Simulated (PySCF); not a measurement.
Isomers of C6H7FNS (doublet state), one GFN2-xTB conformer each. Single-point energies are computed at B3LYP/pcH-1 (PySCF, gas phase, no added dispersion term), electronic only. GFN2-xTB treats the open shell by occupation alone, and not every SCF solution was tested for stability.

Task: Rank them by B3LYP/pcH-1 energy, lowest first (kJ/mol).
A. `[CH3:1][C:2]1[C:3]([SH:4])=[CH:5][N:6]=[CH:7][C@@H:8]1[F:9]` (doublet state) with C2–C3–S4–H -179°
B. `[F:1][C:2](=[C:3]=[S:4])[CH2:5][NH:6][C:7]1[CH2:8][CH2:9]1` (doublet state) with F1–C2–C5–N6 70°, C2–C5–N6–C7 -79°, C5–N6–C7–C8 -159°
C. `[CH2:1]=[CH:2]/[N:3]=[C:4]1/[CH2:5][C@H:6]([F:7])[C:8]1[SH:9]` (doublet state) with C1–C2–N3–C4 -176°, C6–C8–S9–H -9°
D. `[F:1][C:2](=[C:3]=[S:4])[CH:5][NH:6][CH:7]1[CH2:8][CH2:9]1` (doublet state) with F1–C2–C5–N6 180°, C2–C5–N6–C7 180°, C5–N6–C7–C8 -146°

Result: A (0.0), C (90.9), D (127.9), B (274.4).

As drawn, the lowest has an S–H bond, which the highest lacks; the highest has a three-membered ring and an N–H bond, which the lowest lacks. GFN2-xTB itself gives, in the same order: 0.0, 96.1, 137.2, 257.0. Both levels put the same isomer lowest; measured from each level's own lowest isomer, the values differ by up to 17.4 kJ/mol (FC(=C=S)CN[C]1CC1: 257.0 against 274.4).
